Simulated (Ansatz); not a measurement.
Molecule: sum formula SiH2Cl, charge 0, multiplicity 2. It need not be the lowest isomer of its formula. 
Structure (B3LYP-D3(BJ)/def2-TZVP (Ansatz, a quantum-chemistry and plane-wave program) minimum search):
```
Si
H 1 1.4844
H 1 1.4844 2 111.01
Cl 1 2.0680 2 108.33 3 118.83
```
Charge 0, spin multiplicity 2.

Basis-set convergence of Hartree-Fock and MP2 correlation energies (hartree) with Ansatz. Correlated levels leave the core frozen unless marked. UHF or UKS for open shells. No spin-orbit coupling. Non-relativistic.

| basis | functions | E(HF) | E(corr, MP2) |
|---|---|---|---|
| def2-SVP | 46 | -749.36154 | -0.21589 |
| def2-TZVPP | 112 | -749.62613 | -0.29397 |
| def2-QZVPP | 200 | -749.64812 | -0.32196 |

Extrapolating the two largest sets (X = 3 and 4) as X^-3: E(corr) = (64·(-0.32196) - 27·(-0.29397))/37 = -0.3424 Eh, an estimate of the basis-set limit. The largest set recovers 94.0 % of it, the smallest 63.1 %.
